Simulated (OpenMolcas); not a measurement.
# V2+: CASPT2 settings compared

```json
{
  "Program": "OpenMolcas",
  "Basis": "ANO-RCC-VDZP [5s4p2d1f]",
  "Scalar Hamiltonian": "DKH2, point nucleus",
  "Active space": "3 electrons in 10 orbitals (3d 4d)",
  "State averaging": "2S+1 = 4 even, 10 roots; 2S+1 = 2 even, 40 roots kept (CI in the orbitals of an earlier block)",
  "Spin-orbit coupling": "RASSI with atomic mean-field integrals over the reference wave functions, term energies averaged over their components"
}
```

Methods on the same reference wave functions:
A. CASSCF
B. SS-CASPT2, IPEA 0.75 Eh, imaginary shift 0.05 Eh (closed shells correlated: 3s 3p)
C. SS-CASPT2, IPEA 0.35 Eh, imaginary shift 0.25 Eh (closed shells correlated: 2s 2p 3s 3p)
D. MS-CASPT2, IPEA 0.35 Eh, imaginary shift 0.25 Eh (closed shells correlated: 2s 2p 3s 3p)

Energies in eV above 3d3 4F 3/2, the measured ground level; measured values from Sugar and Corliss, J. Phys. Chem. Ref. Data 7, 1191 (1978).

```tsv
Level	A	B	C	D	Measured
3d3 4F 3/2	0.0000	0.0000	0.0000	0.0000	0.0000
3d3 4F 5/2	0.0198	0.0199	0.0199	0.0199	0.0180
3d3 4F 7/2	0.0470	0.0472	0.0472	0.0472	0.0423
3d3 4F 9/2	0.0813	0.0814	0.0814	0.0814	0.0724
3d3 2G 7/2	1.7746	1.629	1.589	1.589	1.4836
3d3 4P 1/2	1.7768	1.515	1.488	1.488	1.4275
3d3 4P 3/2	1.7870	1.525	1.498	1.498	1.4372
3d3 2G 9/2	1.8048	1.660	1.620	1.620	1.5110
3d3 4P 5/2	1.8104	1.548	1.521	1.521	1.4593
3d3 2H 9/2	2.3503	2.282	2.253	2.253	2.0843
3d3 2P 1/2	2.3681	2.054	2.045	2.045	1.9316
3d3 2H 11/2	2.3748	2.307	2.278	2.278	2.1050
3d3 2P 3/2	2.3785	2.060	2.044	2.044	1.9280
3d3 2D 3/2(1)	2.5437	2.193	2.152	2.151	2.0247
3d3 2D 5/2(1)	2.5662	2.211	2.163	2.163	2.0302
3d3 2F 7/2	4.0909	3.701	3.649	3.649	3.4378
3d3 2F 5/2	4.1032	3.714	3.661	3.661	3.4526
3d3 2D 5/2(2)	6.2459	5.614	5.577	5.577	5.2405
3d3 2D 3/2(2)	6.2575	5.625	5.589	5.590	5.2534
```

Deviations, from unrounded energies. A percentage is the sum of absolute deviations over the sum of measured energies, with the sign that they share, or ± where signs differ.

| Against measurement | Levels | A | B | C | D |
| --- | --- | --- | --- | --- | --- |
| mean absolute deviation (cm-1) | 18 | 3300 | 1300 | 1000 | 1000 |
| fine structure of the ground term (%) | 3 | +11.6 | +11.8 | +11.8 | +11.8 |
| other terms of the ground configuration (%) | 15 | +20.2 | +7.7 | +6.3 | +6.3 |

C, D lie about equally close to measurement and A furthest from it. The largest miss of C in the table is 3d3 2D 5/2(2), by +2700 cm-1. The ranking rests on the paired levels alone, and a cruder setting can come out closer through cancelling errors.

Among B to D the level of the table that moves most is 3d3 2F 7/2, by 430 cm-1 (lowest in C, highest in B). Moves below CASPT2's spread within the term are not significant.

The mean deviations of B to D differ by less than CASPT2's widest spread within a term (890 cm-1), so their order carries little weight.

From A to B the spin-free energies of the other terms of 3d3 shown, above 4F, scale by factors of 0.85 to 0.97.

The lowest spin-free term lies below A's lowest term by 0.219 hartree in B, 0.239 hartree in C, 0.239 hartree in D.

CASPT2 breaks the degeneracy within a term, and the mean is taken; among the terms shown or strongly mixed into the levels shown the widest spread is 890 cm-1 (3d3 4F, D). Terms from blocks run as CI alone lack orbitals of their own. Active for correlation alone: 4d; no level in the range computed is led by a configuration that fills it, so any true level of that kind is missing. Without dynamic correlation excited terms often stand tens of per cent too high (terms of higher spin than the ground term too low), and those without a measured partner can miss by more than the paired ones (holds for A). Some levels mix across a computed gap that differs much from the measured one, so their mixing is not that of the real levels (holds for A; B). Computed and measured levels are paired by configuration, term and J; levels that our copy of the source lacks, or whose pairing is in doubt (as where it misses far off the trend of its configuration), stay unpaired and out of the deviations. Levels of configurations outside the active space are missing.

A number in round brackets counts repeated terms of one configuration in the order of the reference energies.
